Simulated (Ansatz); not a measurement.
Gas-phase electronic energies from Ansatz, PBE0-D4/def2-TZVP geometries. CCSD(T)/CBS adds triple-zeta CCSD(T) − MP2 to the extrapolated MP2 energy (def2 sets, frozen cores). This one scheme is used for every species. DFT in def2-TZVPP. B3LYP here is the variant with VWN-RPA as its local correlation; programs differ in this. One conformer a species, not always the lowest.

`B[SiH]([SiH3])O[SiH3]` + H₂O → `O[SiH]([SiH3])O[SiH3]` + BH₃  (formal hydrolysis of the Si–B bond)

`B[SiH]([SiH3])O[SiH3]`:

Z-matrix (Å, degrees):
```
Si
Si 1 2.362
O 1 1.647 2 110.7
B 1 1.986 2 105.6 3 -124.1
H 1 1.495 2 106.0 3 118.2
H 2 1.488 1 111.5 3 67.4
H 2 1.488 1 109.4 3 -172.3
H 2 1.489 1 110.1 3 -52.7
Si 3 1.635 1 143.5 2 52.2
H 4 1.195 1 123.7 2 110.1
H 4 1.197 1 118.1 2 -65.3
H 9 1.488 3 110.1 1 -59.9
H 9 1.487 3 110.4 1 60.3
H 9 1.483 3 108.2 1 -179.7
```

H₂O:

```xyz
3

O    -0.156   -0.156   -0.321
H     0.774   -0.098   -0.092
H    -0.618    0.254    0.413
```

`O[SiH]([SiH3])O[SiH3]`:

Cartesian coordinates in Å:
```
O -0.579 -2.362 -0.536
Si -0.484 -1.055 0.453
Si -1.830 0.703 -0.343
O 1.058 -0.526 0.586
Si 2.143 0.670 0.339
H -0.429 -2.235 -1.474
H -0.914 -1.564 1.775
H -1.455 1.036 -1.747
H -3.264 0.305 -0.326
H -1.665 1.927 0.488
H 1.484 1.820 -0.338
H 3.243 0.163 -0.519
H 2.693 1.117 1.642
```

BH₃:

```xyz
4

B     0.000    0.000    0.000
H    -0.372   -1.134   -0.005
H     1.074    0.273    0.443
H    -0.702    0.861   -0.438
```

```tsv
level	ΔE (kJ/mol)
PBE-D4	-96.1
PBE0-D4	-103.7
B3LYP-D4	-117.8
PBE	-97.3
PBE0	-104.8
CCSD(T)/def2-TZVPP	-118.2
MP2/def2-QZVPP	-125.0
CCSD/CBS(def2)	-118.7
```

Task: What does CCSD(T)/CBS give? (Estimate.)

Result: Computed: -116.3 kJ/mol. The listed levels differ from it by 20.2, 12.6, -1.5, 19.0, 11.5, -1.9, -8.7, -2.4 kJ/mol.

Largest T1 diagnostic among the species: 0.013.

In def2-TZVPP, CCSD(T) changes the Hartree–Fock value by +23.5 kJ/mol (the triples alone add +2.4 kJ/mol) and MP2 by +15.9 kJ/mol. From PBE to PBE0 (25 % exact exchange), in def2-TZVPP and without D4, ΔE moves by −7.5 kJ/mol.
